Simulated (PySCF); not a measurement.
I$_{2}$, triplet, geometry from GFN2-xTB (a higher spin typed on purpose: for a closed-shell molecule this is an excited state) (core potentials on I); DF-PBE/def2-TZVP (PySCF).

PySCF was given this input:
```python
from pyscf import gto, scf, dft

mol = gto.Mole()
mol.atom = '''
    I    -0.00000000   -0.00000000   -1.58419703
    I     0.00000000    0.00000000    1.58419703
'''
mol.basis = 'def2-tzvp'
mol.ecp = {'I': 'def2-tzvp'}
mol.spin = 2
mol.verbose = 4
mol.build()

mf = dft.UKS(mol)
mf.xc = 'pbe'
mf = mf.density_fit(auxbasis='def2-universal-jkfit')
mf.kernel()
```

Problem. What does PySCF print? Leave out banner, timings and long lists.

Solution. 
```
PySCF version 2.14.0

[INPUT] verbose = 4
[INPUT] num. atoms = 2
[INPUT] num. electrons = 50
[INPUT] charge = 0
[INPUT] spin (= nelec alpha-beta = 2S) = 2
[INPUT] symmetry False subgroup None
[INPUT] Mole.unit = angstrom
[INPUT] Symbol           X                Y                Z      unit          X                Y                Z       unit  Magmom
[INPUT]  1 I      0.000000000000   0.000000000000  -1.584197030000 AA    0.000000000000   0.000000000000  -2.993698514049 Bohr   0.0
[INPUT]  2 I      0.000000000000   0.000000000000   1.584197030000 AA    0.000000000000   0.000000000000   2.993698514049 Bohr   0.0

nuclear repulsion = 104.385928821303
number of shells = 32
number of NR pGTOs = 190
number of NR cGTOs = 100
basis = def2-tzvp
ecp = {'I': 'def2-tzvp'}

******** <class 'pyscf.df.df_jk.DFUKS'> ********
method = DFUKS
initial guess = minao
damping factor = 0
level_shift factor = 0
DIIS = <class 'pyscf.scf.diis.CDIIS'>
diis_start_cycle = 1
diis_space = 8
diis_damp = 0
SCF conv_tol = 1e-09
SCF conv_tol_grad = None
SCF max_cycles = 50
direct_scf = False
number electrons alpha = 26  beta = 24
XC library pyscf.dft.libxc version 7.1.2
    S. Lehtola, C. Steigemann, M. J. T. Oliveira, and M. A. L. Marques,  SoftwareX 7, 1–5 (2018)
XC functionals = pbe
    J. P. Perdew, K. Burke, and M. Ernzerhof,  Phys. Rev. Lett. 77, 3865 (1996)
    J. P. Perdew, K. Burke, and M. Ernzerhof,  Phys. Rev. Lett. 78, 1396 (1997)
    J. P. Perdew, K. Burke, and M. Ernzerhof,  Phys. Rev. Lett. 77, 3865 (1996)
    J. P. Perdew, K. Burke, and M. Ernzerhof,  Phys. Rev. Lett. 78, 1396 (1997)
radial grids:
    Treutler-Ahlrichs [JCP 102, 346 (1995); DOI:10.1063/1.469408] (M4) radial grids

becke partition: Becke, JCP 88, 2547 (1988); DOI:10.1063/1.454033
pruning grids: <function nwchem_prune>
grids dens level: 3
symmetrized grids: False
atomic radii adjust function: <function treutler_atomic_radii_adjust>
small_rho_cutoff = 0
Set gradient conv threshold to 3.16228e-05
tot grids = 43920
init E= -511.159892123917

cycle= 1 E= -592.233659517831  delta_E= -81.1  |g|= 3.41  |ddm|= 18.7

cycle= 2 E= -591.769002494218  delta_E= 0.465  |g|= 3.74  |ddm|= 9.12

cycle= 3 E= -595.307916748763  delta_E= -3.54  |g|= 0.383  |ddm|= 4.68

cycle= 4 E= -595.298538760929  delta_E= 0.00938  |g|= 0.466  |ddm|= 1.33

cycle= 5 E= -595.367070128035  delta_E= -0.0685  |g|= 0.0581  |ddm|= 1.14

cycle= 6 E= -595.365393937588  delta_E= 0.00168  |g|= 0.0798  |ddm|= 1.12

cycle= 7 E= -595.368542018357  delta_E= -0.00315  |g|= 0.0313  |ddm|= 1.12

cycle= 8 E= -595.368744710674  delta_E= -0.000203  |g|= 0.0253  |ddm|= 0.0112

cycle= 9 E= -595.367968552451  delta_E= 0.000776  |g|= 0.0438  |ddm|= 0.64

cycle= 10 E= -595.368724380763  delta_E= -0.000756  |g|= 0.026  |ddm|= 0.86

cycle= 11 E= -595.368938400422  delta_E= -0.000214  |g|= 0.018  |ddm|= 0.295

cycle= 12 E= -595.369084099163  delta_E= -0.000146  |g|= 0.00916  |ddm|= 0.0118

cycle= 13 E= -595.369132840625  delta_E= -4.87e-05  |g|= 0.00196  |ddm|= 0.0112

cycle= 14 E= -595.369133144557  delta_E= -3.04e-07  |g|= 0.0016  |ddm|= 0.00269

cycle= 15 E= -595.369135208981  delta_E= -2.06e-06  |g|= 7.98e-05  |ddm|= 0.00254

cycle= 16 E= -595.369135212613  delta_E= -3.63e-09  |g|= 2.15e-05  |ddm|= 0.000155

cycle= 17 E= -595.369135212786  delta_E= -1.73e-10  |g|= 1.28e-05  |ddm|= 3.94e-05

Extra cycle  E= -595.369135128758  delta_E= 8.4e-08  |g|= 0.000373  |ddm|= 0.00461
SCF not converged.
SCF energy = -595.369135128758 after 50 cycles  <S^2> = 2.0026384  2S+1 = 3.0017584
```

The run did not converge; its last values are not results.
